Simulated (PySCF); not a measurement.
Sb(F)2(TeH) (F2HSbTe), SMILES [F][Sb]([F])[TeH].

Coordinates come from a B3LYP-D3(BJ)/def2-SVP optimisation. The def2 effective core potentials stand for the cores of Sb, Te; spin–orbit coupling is left out.

The numbers are results of C-PCM-M06-2X/def2-SVP in PySCF, not measurements.

The values are the electrostatic part of the solvation free energy, E(continuum) − E(gas) at the gas-phase geometry, in a cavity of scaled van der Waals radii (PySCF's table); cavitation and dispersion terms are not included. A continuum can't describe solvent molecules that bind to the metal. In vacuum the orbital gap is 6.87 eV. The dipole moment in vacuum is 3.66 D.

Computed values in water (ε = 78.36), chloroform (ε = 4.71), acetonitrile (ε = 35.69):
| solvent | ε | ΔG(elec) (kcal/mol) | dipole (D) | gap (eV) |
|---|---|---|---|---|
| water | 78.36 | -8.7 | 4.90 | 7.05 |
| chloroform | 4.71 | -6.7 | 4.58 | 7.01 |
| acetonitrile | 35.69 | -8.5 | 4.88 | 7.04 |
